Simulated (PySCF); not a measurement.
**Electron correlation in O⁺ (oxygen, charge +1)**

[He] 2s2 2p3, high-spin 4S determinant. Computed with PySCF 2.14 in x2c-TZVPall (5s3p2d1f, 31 functions), with the spin-free X2C one-electron Hamiltonian (Gaussian nucleus). Frozen: 1s2; 5 electrons correlated.

MP2 pair energies summed by pair of shells (mhartree):

| pair | energy | share (%) |
| --- | --- | --- |
| 2s-2p | -63.24 | 65.8 |
| 2p-2p | -23.12 | 24.0 |
| 2s-2s | -9.77 | 10.2 |

Total MP2 correlation energy: -96.12 mhartree.

Same-spin part -28.39 and opposite-spin part -67.73 mhartree; SCS-MP2 scales them by 1/3 and 6/5 to -90.74 mhartree.

```csv
level,correlation energy (mhartree)
CCSD,-111.40
(T),-1.55
CCSD(T),-112.95
```

Diagnostics: T1 = 0.0041, D1 = 0.0088, largest double amplitude 0.036.

Q: Is a single reference adequate?

A: Yes: T1 lies below 0.03 and no double amplitude reaches 0.07.
